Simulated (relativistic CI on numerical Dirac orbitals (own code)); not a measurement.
Radial Dirac CI calculation of Tb IV.

Command:

```sh
python run_levels.py task.json out
```

Input:

```
atom Tb  Z=65  charge=3  electrons=62
nucleus A=159  rms_radius_fm=5.0600
hamiltonian dirac-coulomb  breit=on  qed=on  c_scale=1
orbitals kli  potential=per-configuration
slater_scale 1
correlation none
mixing on
grid step=0.0125 r_max=50.3
scf mixing=0.4 start=green max_iterations=150 tolerance=2e-08 node_fill=0.05
configurations
  [Xe] 4f8
end
```

Output:

```
SCF 1: [Xe] 4f8
 iter      energy (Ha)   residual   last orbital (Ha)
    1    -11679.089004   2.82e+00     -3.78863
    2    -11708.984004   7.79e-01     -2.54445
    3    -11710.849233   2.40e-01     -2.26984
    4    -11711.110039   1.65e-01     -2.27505
    5    -11711.183959   1.77e-02     -2.23477
    6    -11711.189759   1.31e-02     -2.24590
    7    -11711.187655   1.95e-03     -2.24970
    8    -11711.186840   1.32e-03     -2.25026
    9    -11711.187154   9.13e-05     -2.25036
   10    -11711.187136   6.81e-06     -2.25036
   11    -11711.187137   8.92e-07     -2.25036
   12    -11711.187137   7.43e-08     -2.25036
   13    -11711.187137   3.97e-08     -2.25036
   14    -11711.187137   2.48e-09     -2.25036
orbital energies (Ha): 4p3/2 -11.5159  4d3/2 -7.1081  4d5/2 -6.8815  5s -3.1707  5p1/2 -2.4262  5p3/2 -2.2504  4f5/2 -1.6601  4f7/2 -1.6289
configuration averages (Ha): Dirac-Coulomb, Breit, QED
  4f8                         -11711.187137   10.939705    7.342682
levels: no., configuration, term, J, E (cm-1), weight
   1 4f8                    7F   6                0.0  0.96
   2 4f8                    7F   5             2006.9  0.98
   3 4f8                    7F   4             3297.4  0.96
   4 4f8                    7F   3             4281.0  0.96
   5 4f8                    7F   2             4977.9  0.96
   6 4f8                    7F   1             5434.5  0.95
   7 4f8                    7F   0             5658.6  0.95
   8 4f8                    5D   4            22379.1  0.94
   9 4f8                    5D   3            28160.4  0.93
  10 4f8                    5L   10           28334.5  0.95
  11 4f8                    5G   6            29551.4  0.69
  12 4f8                    5L   9            29802.8  0.96
  13 4f8                    5D   2            30557.2  0.81
  14 4f8                    5L   8            30658.2  0.95
lowest total energy -11693.267496 Ha
end: converged
```

With so few configurations and no correlation, terms lie too far apart (by 10 to 50 % or more near neutrality), their order can be wrong, and levels of other configurations are missing.
